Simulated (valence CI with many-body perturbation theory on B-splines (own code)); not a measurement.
**E1 line list for Sr5+**

Calculated by configuration interaction combined with many-body perturbation theory (CI+MBPT): five valence electrons over a frozen Dirac-Fock core [Ar] 3d10, radial functions for each j: 11 s, 11 p, 10 d, 8 f, 5 g, 2 h, with the one-electron correlation potential Σ1, the two-electron term Σ2, the three-electron term Σ3, Breit, model QED; selected CI, second order for the rest, scaled by the run's own slope (own B-spline code, finite nucleus).

Set against measurement, 20 paired levels are off by 110 cm⁻¹ on average, the worst by 299. These come from a selection out of Sansonetti, J. Phys. Chem. Ref. Data 41, 013102 (2012). Levels without a partner in it may be off by more. Among the levels kept, up to 3300 cm⁻¹ of a level comes from second order outside the variational space, and about a tenth of that is noise between levels of different J, which matters for small intervals.

Lines 351 to 400 of 600 in falling wavelength, among levels below 60.196 eV, chosen from the strongest by gf and those to the six lowest levels. Wavelengths and rates use the calculated energies, so an error of 100 cm⁻¹ moves a line at 431.4 Å by 0.043 % and its rate by three times that or more. Electric multipoles are in the length gauge, E1 and E2 with the static RPA response of the core. Weak lines are less certain than strong ones. Lines between different terms over intervals too small for the method are left out, as are lines whose strength nearly cancels. Where a level lies close to another of its J and parity, the split of strength between their lines is uncertain. The highest levels of a list are the least certain.

Names give the largest LS component (configuration and term), which can be under half, so a name can repeat, a term be missing and a line seem to break the LS rules; names also repeat where a configuration has a term twice. Letters in brackets count levels of one name in rising energy.

| λ vac (Å) | Upper | Lower | A (s⁻¹) | log gf | Branch % |
| --- | --- | --- | --- | --- | --- |
| 431.4 | 4s.4p3.4d 4D°_7/2 [d] | 4s2.4p2.4d 4F_9/2 | 7.33e+09 | 0.21 | 17.7 |
| 430.8 | 4s.4p3.4d 4D°_5/2 [d] | 4s2.4p2.4d 4D_3/2 | 1.92e+09 | -0.49 | 4.0 |
| 430.4 | 4s.4p3.4d 4D°_3/2 [d] | 4s2.4p2.4d 4D_3/2 | 3.52e+09 | -0.41 | 7.5 |
| 430.4 | 4s2.4p2.4d 2P_3/2 [a] | 4s2.4p3 2P°_1/2 | 7.36e+08 | -1.09 | 2.0 |
| 430.4 | 4s.4p3.4d 4D°_5/2 [d] | 4s2.4p2.4d 2F_7/2 [a] | 6.71e+09 | 0.05 | 14.2 |
| 429.9 | 4s.4p3.4d 4D°_7/2 [e] | 4s2.4p2.4d 4F_9/2 | 5.55e+09 | 0.09 | 12.4 |
| 429.8 | 4s.4p3.4d 2P°_3/2 [b] | 4s2.4p2.4d 4D_5/2 | 1.95e+09 | -0.67 | 4.5 |
| 429.3 | 4s2.4p2.4d 2F_7/2 [b] | 4s2.4p3 2D°_5/2 | 4.46e+07 | -2.01 | 100.0 |
| 429.2 | 4s.4p3.4d 4D°_3/2 [d] | 4s2.4p2.4d 4D_1/2 | 1.39e+09 | -0.81 | 2.9 |
| 428.2 | 4s.4p3.4d 4D°_7/2 [d] | 4s2.4p2.4d 2F_5/2 [a] | 1.00e+10 | 0.34 | 24.2 |
| 428.1 | 4s.4p3.4d 2F°_5/2 [c] | 4s2.4p2.4d 2F_5/2 [a] | 1.91e+09 | -0.50 | 7.2 |
| 426.6 | 4s.4p3.4d 4D°_7/2 [e] | 4s2.4p2.4d 2F_5/2 [a] | 6.91e+09 | 0.18 | 15.4 |
| 426.5 | 4s.4p3.4d 4D°_1/2 [e] | 4s2.4p2.4d 4D_3/2 | 1.13e+10 | -0.21 | 22.2 |
| 426.4 | 4s.4p3.4d 4F°_3/2 [a] | 4s.4p4 4P_5/2 | 6.92e+07 | -2.12 | 7.7 |
| 426.2 | 4s2.4p2.4d 4P_3/2 | 4s2.4p3 2P°_3/2 | 8.77e+07 | -2.02 | 0.2 |
| 426.2 | 4s2.4p2.4d 2P_1/2 [a] | 4s2.4p3 2P°_3/2 | 4.44e+09 | -0.62 | 9.8 |
| 426.1 | 4s2.4p2.5p 2D°_3/2 [a] | 4s.4p4 4P_5/2 | 2.07e+08 | -1.65 | 4.9 |
| 425.8 | 4s2.4p2.4f 2G°_9/2 [c] | 4s2.4p2.4d 2F_7/2 [a] | 8.23e+09 | 0.35 | 20.9 |
| 425.4 | 4s.4p3.4d 4D°_5/2 [d] | 4s2.4p2.4d 2F_5/2 [a] | 1.04e+09 | -0.77 | 2.2 |
| 425.3 | 4s2.4p2.5p 4D°_5/2 | 4s.4p4 4P_5/2 | 5.13e+07 | -2.08 | 1.1 |
| 425.2 | 4s.4p3.4d 4D°_1/2 [e] | 4s2.4p2.4d 4D_1/2 | 7.08e+09 | -0.42 | 13.9 |
| 425.1 | 4s.4p3.4d 4D°_3/2 [d] | 4s2.4p2.4d 2F_5/2 [a] | 5.27e+09 | -0.24 | 11.2 |
| 424.5 | 4s2.4p2.4f 2F°_7/2 [c] | 4s2.4p2.4d 2F_5/2 [a] | 1.69e+09 | -0.44 | 8.9 |
| 423.8 | 4s.4p3.4d 4F°_5/2 [a] | 4s.4p4 4P_5/2 | 9.42e+07 | -1.82 | 8.7 |
| 423.3 | 4s.4p3.4d 4D°_7/2 [d] | 4s2.4p2.4d 4F_7/2 | 2.34e+09 | -0.30 | 5.6 |
| 422.9 | 4s.4p3.4d 2P°_3/2 [b] | 4s2.4p2.4d 4D_1/2 | 1.43e+09 | -0.81 | 3.3 |
| 422.1 | 4s.4p3.4d 2D°_5/2 [b] | 4s.4p4 2P_3/2 | 8.77e+09 | 0.15 | 27.3 |
| 421.8 | 4s.4p3.4d 4D°_7/2 [e] | 4s2.4p2.4d 4F_7/2 | 2.06e+09 | -0.36 | 4.6 |
| 421.4 | 4s2.4p2.4d 4P_1/2 | 4s2.4p3 2P°_3/2 | 2.66e+09 | -0.85 | 4.8 |
| 421.2 | 4s2.4p2.4d 4F_5/2 | 4s2.4p3 4S°_3/2 | 1.11e+08 | -1.75 | 50.7 |
| 421.1 | 4s.4p3.4d 2D°_3/2 [c] | 4s.4p4 2S_1/2 [a] | 5.53e+09 | -0.23 | 16.1 |
| 420.7 | 4s.4p3.4d 4F°_7/2 [a] | 4s.4p4 4P_5/2 | 1.05e+08 | -1.65 | 15.7 |
| 420.7 | 4s.4p3.4d 4D°_5/2 [d] | 4s2.4p2.4d 4F_7/2 | 7.31e+09 | 0.07 | 15.4 |
| 419.4 | 4s2.4p2.5p 2D°_3/2 [b] | 4s.4p4 4P_5/2 | 5.54e+08 | -1.23 | 12.6 |
| 419.2 | 4s.4p3.4d 2D°_3/2 [c] | 4s.4p4 2P_3/2 | 3.06e+09 | -0.49 | 8.9 |
| 419.1 | 4s2.4p2.5p 2D°_5/2 [a] | 4s.4p4 4P_5/2 | 1.66e+08 | -1.58 | 3.8 |
| 418.3 | 4s2.4p2.4f 2F°_5/2 [a] | 4s.4p4 2P_3/2 | 1.12e+09 | -0.75 | 7.6 |
| 417.7 | 4s2.4p2.4d 2D_3/2 [a] | 4s2.4p3 2P°_3/2 | 1.88e+08 | -1.71 | 1.5 |
| 417.2 | 4s2.4p2.4d 2P_1/2 [a] | 4s2.4p3 2P°_1/2 | 2.40e+09 | -0.90 | 5.3 |
| 416.3 | 4s2.4p2.4f 2G°_9/2 [c] | 4s2.4p2.4d 4F_7/2 | 6.72e+08 | -0.76 | 1.7 |
| 414.0 | 4s.4p3.4d 4D°_5/2 [d] | 4s2.4p2.4d 4F_5/2 | 5.51e+09 | -0.07 | 11.6 |
| 413.6 | 4s.4p3.4d 4D°_3/2 [d] | 4s2.4p2.4d 4F_5/2 | 4.03e+09 | -0.38 | 8.5 |
| 412.7 | 4s2.4p2.4d 4P_1/2 | 4s2.4p3 2P°_1/2 | 1.65e+09 | -1.08 | 3.0 |
| 412.5 | 4s2.4p2.5p 4P°_3/2 | 4s.4p4 4P_5/2 | 8.79e+07 | -2.05 | 1.8 |
| 412.2 | 4s2.4p2.4f 2P°_3/2 | 4s.4p4 2S_1/2 [b] | 1.49e+09 | -0.82 | 33.7 |
| 411.5 | 4s2.4p2.4f 2F°_5/2 [b] | 4s.4p4 2P_3/2 | 2.56e+09 | -0.41 | 6.3 |
| 411.3 | 4s2.4p2.4f 2D°_3/2 | 4s.4p4 2S_1/2 [a] | 2.22e+09 | -0.65 | 14.8 |
| 411.0 | 4s2.4p2.4f 2D°_5/2 | 4s.4p4 2D_3/2 | 1.28e+09 | -0.71 | 6.9 |
| 410.0 | 4s2.4p2.4d 2F_5/2 [a] | 4s2.4p3 4S°_3/2 | 2.02e+08 | -1.52 | 86.7 |
| 409.4 | 4s.4p3.4d 4D°_3/2 [d] | 4s2.4p2.4d 4F_3/2 | 3.42e+09 | -0.46 | 7.2 |
